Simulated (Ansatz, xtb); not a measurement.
# C9H10: 6 structures ranked

6 gas-phase structures of C9H10, from a drawn sample of its isomers (lower ones may exist). Each was relaxed with GFN2-xTB:

A. `C=CC1=CC=C(C=C)C1`, a singlet
B. `c1ccc(C2CC2)cc1`, a singlet
C. `CC1=C[C@@H]2[C@@H]3C=C[C@H]1[C@H]23`, a singlet
D. `c1ccc2c(c1)CCC2`, a singlet
E. `C[C@@H]1C=C2C=CC=C2C1`, a singlet
F. `C#CC1=C[C@@H]2CC[C@H]1C2`, a singlet

Make a reasoned guess at their ranking by r2SCAN-D4/def2-SVP single-point energy.

Calculated order at r2SCAN-D4/def2-SVP: D (0.0), B (23.6), E (39.3), A (49.5), C (55.0), F (69.8) kcal/mol.

Energies above the lowest of each column, in kcal/mol; the last columns are at B3LYP-D3(BJ)/def2-SVP geometries and were run for some of them only (a dash: not run or not comparable):

```csv
structure,GFN2-xTB,HF/STO-3G,r2SCAN-D4/def2-SVP,B3LYP-D3(BJ)/def2-SVP,PBE0-D4/def2-TZVP
D,0.0,0.0,0.0,0.0,0.0
B,25.2,43.6,23.6,23.9,24.2
E,34.8,49.2,39.3,39.6,38.0
A,55.4,90.9,49.5,–,–
C,37.0,58.1,55.0,–,–
F,51.9,62.6,69.8,–,–
```

Every level run on D puts it lowest or level with the lowest. Flexible structures stand in one conformer each, not always the lowest. Frequencies (GFN2-xTB) were run for B, D, E alone.

Over these structures GFN2-xTB departs from r2SCAN-D4/def2-SVP by 8.3 kcal/mol on average once a common shift is removed. A GFN2-xTB relaxation took about 0.076 s and the r2SCAN-D4/def2-SVP energy about 2.4 s on a shared host (Ansatz 0.2.0, xtb 6.7.1).
